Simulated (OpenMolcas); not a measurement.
Cu⁵⁺: effect of the level shift or regulariser

```json
{
 "Program": "OpenMolcas",
 "Basis": "ANO-RCC-VTZP [6s5p3d2f1g]",
 "Scalar Hamiltonian": "DKH2, point nucleus",
 "Active space": "6 electrons in 5 orbitals (3d)",
 "State averaging": "2S+1 = 5 even, 5 roots; 2S+1 = 3 even, 45 roots; 2S+1 = 1 even, 50 roots",
 "Spin-orbit coupling": "state interaction with AMFI integrals over the reference wave functions, term energies averaged over their components"
}
```

Methods on the same reference wave functions:
A. CASSCF
B. MS-CASPT2, IPEA 0.25 Eh, imaginary shift 0.1 Eh (closed shells correlated: 3s 3p)
C. MS-CASPT2, IPEA 0.25 Eh, real shift 0.2 Eh (closed shells correlated: 3s 3p)
D. MS-CASPT2, IPEA 0.25 Eh, sigma2 regulariser 0.3 Eh (closed shells correlated: 3s 3p)

Energies in eV above 3d6 5D4, the measured ground level; measured values from Sugar and Musgrove, J. Phys. Chem. Ref. Data 19, 527 (1990).

```tsv
Level	A	B	C	D	Measured
3d6 5D4	0.0000	0.0000	0.0000	0.0000	0.0000
3d6 5D3	0.1415	0.1423	0.1423	0.1423	0.1483
3d6 5D2	0.2379	0.2375	0.2375	0.2375	0.2463
3d6 5D1	0.2995	0.298	0.298	0.298	0.3087
3d6 5D0	0.3295	0.327	0.327	0.327	0.3389
3d6 3H6	4.0504	3.854	3.854	3.854	3.7713
3d6 3H5	4.1171	3.914	3.914	3.914	3.8447
3d6 3H4	4.1604	3.940	3.940	3.940	3.8792
3d6 3P2(1)	4.3917	3.654	3.655	3.654	3.6309
3d6 3F4(1)	4.6189	4.117	4.118	4.117	4.0612
3d6 3F3(1)	4.7003	4.178	4.179	4.178	4.1282
3d6 3F2(1)	4.7638	4.232	4.233	4.232	4.1832
3d6 3P1(1)	4.8039	4.067	4.068	4.067	4.0524
3d6 3P0(1)	4.9561	4.219	4.219	4.219	4.1991
3d6 3G5	5.1161	4.714	4.714	4.714	4.6343
3d6 3G4	5.2558	4.842	4.842	4.842	4.7695
3d6 3G3	5.3048	4.888	4.888	4.888	4.8239
3d6 1I6	6.1294	5.882	5.882	5.882	5.7536
3d6 1G4(1)	6.4987	6.037	6.037	6.037	5.9031
3d6 3D1	6.5979	5.876	5.877	5.876	5.8084
3d6 3D2	6.5981	5.869	5.870	5.869	5.7918
3d6 3D3	6.6398	5.917	5.918	5.917	5.8420
3d6 1S0(1)	7.5329	6.762	6.763	6.762	6.6687
3d6 1D2(1)	8.0251	6.951	6.952	6.951	6.7878
```

Deviations, from unrounded energies. A percentage is the sum of absolute deviations over the sum of measured energies, with the sign that they share, or ± where signs differ.

| Against measurement | Levels | A | B | C | D |
| --- | --- | --- | --- | --- | --- |
| mean absolute deviation (cm-1) | 23 | 4100 | 500 | 500 | 500 |
| fine structure of the ground term (%) | 4 | -3.2 | -3.5 | -3.5 | -3.5 |
| other terms of the ground configuration (%) | 19 | +12.7 | +1.5 | +1.5 | +1.5 |

B, C, D lie about equally close to measurement and A furthest from it. The largest miss of D in the table is 3d6 1D2(1), by +1300 cm-1. The ranking rests on the paired levels alone, and a cruder setting can come out closer through cancelling errors.

Among B to D the level of the table that moves most is 3d6 1S0(1), by 8 cm-1 (lowest in D, highest in C). Moves below CASPT2's spread within the term are not significant.

The two smallest mean deviations differ by little beside CASPT2's spread within terms, so their order carries little weight.

From A to B the spin-free energies of the other terms of 3d6 shown, above 5D, scale by factors of 0.83 to 0.96, as is usual when dynamic correlation screens the repulsion within a d or f shell.

The lowest spin-free term lies below A's lowest term by 0.455 hartree in B, 0.455 hartree in C, 0.455 hartree in D.

Term energies are means over components that CASPT2 splits; among the terms shown or strongly mixed into the levels shown the widest spread is 900 cm-1 (3d6 1I, D). Without dynamic correlation excited terms often stand tens of per cent too high (terms of higher spin than the ground term too low), and those without a measured partner can miss by more than the paired ones (holds for A). Some levels mix across a computed gap that differs much from the measured one, so their mixing is not that of the real levels (holds for A). The CASPT2 spread within a term exceeds the gap to the next term for 3d6 1I and 3d6 3D, so the order of their levels is uncertain (holds for B; C; D). Measured partners are found by configuration, term and J. A level has none where our copy of the source lacks it or the pairing is in doubt (some pairs that miss far off the trend of their configuration count as doubtful), and it then counts in no deviation. Only configurations of the active space appear. The table leaves out levels that lie high or whose names do not pair safely across all columns.

A number in round brackets counts repeated terms of one configuration in the order of the reference energies.
